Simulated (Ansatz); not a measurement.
Basis sets compared for the cluster HfS₂⁺. The state is a doublet with charge 1. Geometry PBE-D4/def2-TZVP. Ansatz on 4 threads of Arm Neoverse V2 on a shared host; times are rough, and most runs start from earlier orbitals.

```xyz
3

Hf    1.0023   -0.1506   -0.2901
S    -0.1827   -0.5317    1.5606
S    -0.8197    0.6823   -1.2705
```

In the def2 sets Hf takes a core potential; there is no spin–orbit coupling. The structure comes from a short search, and lower isomers may exist.

```
           level  functions  energy (Eh)  HOMO (eV)  LUMO (eV)  wall time
 PBE-D4/def2-SVP         68    -843.5905     -11.46     -10.47        1 s
PBE0-D4/def2-SVP         68    -843.6043     -12.63      -9.57      1.2 s
```

Estimate the rows for PBE-D4/def2-TZVP (with forces), PBE0-D4/def2-TZVP.


```
                         level  functions  energy (Eh)  HOMO (eV)  LUMO (eV)  wall time
PBE-D4/def2-TZVP (with forces)        114    -843.8714     -11.38     -10.39      1.4 s
             PBE0-D4/def2-TZVP        114    -843.8856     -12.53      -9.46      2.9 s
```
